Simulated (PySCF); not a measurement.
WO3: from structure and modes to constants

Level of theory: PBE/[W def2-TZVP with ECP60, O def2-TZVP], scalar-relativistic core potentials, density fitting, no spin–orbit coupling, PySCF.

The singlet minimum has C3v symmetry. Masses (u): W 183.95093, O 15.99492.

```xyz
4
charge 0 multiplicity 1, angstrom
W     0.0000    0.0000   -0.1380
O     1.6037    0.0000    0.5291
O    -0.8019    1.3889    0.5291
O    -0.8019   -1.3889    0.5291
```

Harmonic wavenumbers (cm⁻¹): 292.8 (a1, ×1), 337.5 (e, ×2), 915.9 (e, ×2), 989.1 (a1, ×1).

Problem. Find the principal moments of inertia and the rotational constants. What kind of rotor is it?

Solution. About the centre of mass I = 78.643, 78.643, 123.41 u Å². With B = 16.8576/I this gives 0.2144, 0.2144, 0.1366 cm⁻¹. The molecule is an oblate symmetric top.

Problem. What is the harmonic zero-point energy?

Solution. Half the sum of all 6 wavenumbers, 3789/2 = 1894 cm⁻¹, which is 22.7 kJ/mol (1 cm⁻¹ = 0.0119627 kJ/mol).

Problem. Give the standard entropy (298.15 K, 1 bar) by its translational, rotational, vibrational and spin parts, and Cp.

Solution. Sackur–Tetrode with M = 231.94 u gives 176.8; rotation with symmetry number 3 gives 95.7; vibration 17.8; spin R ln 1 = 0.0. The total is 290.3 J/(mol K), and Cp = 4 R + 26.1 = 59.3 J/(mol K).

Only a few start shapes were tried, so a lower isomer may exist. Spin–orbit coupling, left out here, can matter for elements this heavy.
